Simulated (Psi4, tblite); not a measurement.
Two rigid molecules brought together: H4Si ··· BCl3 (SMILES [SiH4] and ClB(Cl)Cl). Monomers: optimised at B3LYP-D3(BJ) (def2-TZVP), held rigid. Orientation: lowest of the rigid-body minima from ten starts at GFN2-xTB. The monomers approach along the line of their centres of mass (distance R); nothing else relaxes. The table gives interaction energies.

```
R / Å      A      B      C
-----  -----  -----  -----
3.15   43.41   4.92  16.26
3.34   26.74  -4.46   2.60
3.54   16.28  -8.61  -4.58
3.77    9.54  -9.70  -7.59
4.00    5.94  -9.08  -7.75
4.14    4.60  -8.37  -7.21
4.47    2.76  -6.50  -5.38
4.81    1.76  -4.78  -3.68
5.28    0.97  -3.03  -2.14
6.00    0.34  -1.46  -1.04
6.95    0.06  -0.58  -0.46
8.27    0.00  -0.18  -0.16
```

Energies in kJ/mol.

Question: Which curve belongs to which method? The methods are BLYP-D3(BJ)/def2-TZVP, counterpoise-corrected in Psi4; BLYP/def2-TZVP, counterpoise-corrected in Psi4; GFN2-xTB in tblite.

Answer: A is BLYP/def2-TZVP; B is GFN2-xTB; C is BLYP-D3(BJ)/def2-TZVP.
